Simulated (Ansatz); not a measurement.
Gas-phase electronic energies from Ansatz, PBE0-D4/def2-TZVP geometries. CBS: MP2 limit from def2 TZ/QZ plus the TZ coupled-cluster correction, frozen cores. DFT in def2-TZVPP. Elements past krypton have def2 core potentials. For Te outer-core shells are correlated without core-valence functions, which leaves a few kJ/mol of doubt a bond. One conformer a species, not always the lowest.

Consider the redistribution: `N[SiH2]C(F)[TeH]` + `[SiH3]C1(Cl)CC1` → `ClC1([TeH])CC1` + `N[SiH2]C(F)[SiH3]`.

| level | ΔE (kcal/mol) | difference from CCSD(T)/CBS |
| --- | --- | --- |
| PBE-D4 | 7.1 | 0.3 |
| r2SCAN-D4 | 7.4 | 0.6 |
| PBE0-D4 | 6.9 | 0.1 |
| ωB97X-V | 6.0 | -0.8 |
| PBE | 7.0 | 0.2 |
| r2SCAN | 7.3 | 0.5 |
| PBE0 | 6.8 | 0.0 |
| HF/def2-TZVPP | 6.2 | -0.6 |
| MP2/def2-TZVPP | 6.3 | -0.5 |
| CCSD/def2-TZVPP | 6.2 | -0.6 |
| CCSD(T)/def2-TZVPP | 6.4 | -0.4 |
| MP2/def2-QZVPP | 6.6 | -0.2 |
| SCS-MP2/def2-QZVPP | 6.2 | -0.6 |
| HF/CBS(def2) | 6.2 | -0.6 |
| MP2/CBS(def2) | 6.8 | 0.0 |
| CCSD/CBS(def2) | 6.6 | -0.2 |
| CCSD(T)/CBS | 6.8 | 0 |

Largest T1 diagnostic among the species: 0.012.
